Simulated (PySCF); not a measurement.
NMR data simulated for an unnamed compound:

¹H NMR (300 MHz, computed): δ 4.91 (m, 1H), 4.80 (s, 6H), 4.26 (s, 3H).

¹³C{¹H} NMR (computed): δ 118.7 (C), 109.7 (C).

Theory: PBE0/pcSseg-1 with gauge-including orbitals, GFN2-xTB geometry, in PySCF 2.14 (relativity neglected, in vacuum, one conformer, equivalent nuclei averaged).

References, each an isolated molecule treated in the same way: ¹H and ¹³C vs TMS.

Q: Which of these does the molecule contain: a C≡C triple bond, an NH or NH2 group, a non-aromatic C=C double bond, a Si–H bond, a CH3CH2 unit?

A: 
- A C≡C triple bond: yes (δC 118.7, 109.7).
- An NH or NH2 group: no.
- A non-aromatic C=C double bond: no.
- A Si–H bond: yes (δH 4.91 (m)).
- A CH3CH2 unit: no.

The data belong to `F[Si@H](C#C[SiH3])N([SiH3])[SiH3]`, C2H10FNSi4; they needn't prove each group on their own.

Carbon signals by region: 2 in the sp2 and nitrile region (100–160 ppm).

Splittings by ¹⁹F in the carbon and heteronuclear signals aren't shown, as no couplings were computed. Shifts are as computed. Against solution values, carbons near 30 ppm lie about +3 ppm off and those near 130 ppm about +5 ppm. Of 1211 compounds with measured shifts, 218 miss one by over three times the rms of a fit or turn the order of signals round; such compounds aren't used in these exercises. No couplings were computed; multiplicities are counted from neighbouring protons, with m where these are inequivalent, close in shift, in a saturated or five-membered ring or joined by F or P, and br s for small geminal =CH2 splittings.
